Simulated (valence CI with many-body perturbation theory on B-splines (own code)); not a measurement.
## Which ion has this spectrum?

A relativistic CI+MBPT calculation for an atom or ion with 32 electrons gives these levels (cm⁻¹):

| J | Parity | E | g |
| --- | --- | --- | --- |
| 0 | even | 0.0 |  |
| 1 | even | 1737 | 1.50 |
| 2 | even | 3926 | 1.48 |
| 2 | even | 13012 | 1.02 |
| 0 | even | 28095 |  |
| 2 | odd | 68276 | 2.00 |
| 1 | odd | 92338 | 0.51 |
| 2 | odd | 92453 | 1.17 |
| 3 | odd | 93015 | 1.33 |
| 0 | odd | 106198 |  |
| 2 | odd | 106227 | 1.46 |
| 1 | odd | 106309 | 1.49 |
| 2 | odd | 112229 | 1.03 |
| 2 | odd | 123706 | 0.67 |

The energies are calculated, with errors of about 220 cm⁻¹, more in some levels.

Which is it?
A. Se2+
B. As+
C. Kr4+
D. Rb5+

A. Se2+, ground level 4s2 4p2 3P_0.
